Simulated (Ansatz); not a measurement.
Cartesian coordinates (Å):
SMILES: [In]([F])([F])[NH2]
```xyz
6

N     -1.2094    -0.0967    -0.1976
In     0.7797     0.0369    -0.0638
F      1.7799     1.6491    -0.4476
F      1.9525    -1.4704     0.2485
H     -1.6135    -0.8398     0.3569
H     -1.6950     0.7672     0.0047
```
Charge 0, multiplicity 1.

The numbers are results of frozen-core CCSD(T)/def2-TZVPP // PBE0-D3(BJ)/def2-TZVP (Ansatz, a program for electronic structure), not measurements.

HF energy: -443.88046 Ha
MP2 correlation energy: -1.00250 Ha

Question: Estimate the CCSD correlation energy, the (T) correction, the total energy and the T1 diagnostic.

Answer: 
```yaml
CCSD correlation energy: -0.99858 Ha
"(T) correction": -0.03222 Ha
CCSD(T) total energy: -444.91127 Ha
T1 diagnostic: 0.016
```
